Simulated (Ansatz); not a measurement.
Coupled-cluster diagnostics for Ge(OEt)H3 (C2H8GeO), Ansatz.

Geometry of the singlet (PBE-D4/def2-SVP):

```
atom    x (Å)    y (Å)    z (Å)
  C1  -0.5214   0.0373   0.4527
  C2  -1.8553  -0.6369   0.1765
 Ge3   2.0169   0.4815  -0.5792
  O4   0.3575  -0.2241  -0.6334
  H5  -0.0956  -0.3444   1.4150
  H6  -0.6743   1.1375   0.5910
  H7  -2.5684  -0.4564   1.0063
  H8  -2.2996  -0.2464  -0.7610
  H9  -1.7193  -1.7308   0.0606
 H10   2.6772  -0.0011  -1.8892
 H11   2.7659  -0.0505   0.6782
 H12   1.9164   2.0343  -0.5175
```

Correlated methods freeze 12 core orbitals; core or outer-core shells of Ge are correlated, in sets that lack core-valence functions. Another isomer (singlet) lies 0.24 eV lower at PBE0-D4/def2-TZVP; other spin states weren't run for this one.

Task: Estimate the CCSD(T) correlation energy, the shares of MP2 and (T), T1 and the reference's ⟨S²⟩ for: charge 0, singlet, own geometry in def2-SVP; and the rough time on 2 threads of Arm Neoverse V1 on a shared host.

Result: 
| state | basis | correlation (eV) | MP2 share (%) | (T) share (%) | T1 | ⟨S²⟩ (pure) | wall time |
| --- | --- | --- | --- | --- | --- | --- | --- |
| charge 0, singlet, own geometry | def2-SVP | -21.101 | 91.8 | 2.6 | 0.011 | 0.00 (0.00) | 20 s |
Customary marks for T1 are 0.02 (closed shells), 0.045 (open shells) and about 0.05 (3d metals). T1 stays under 0.02 throughout.
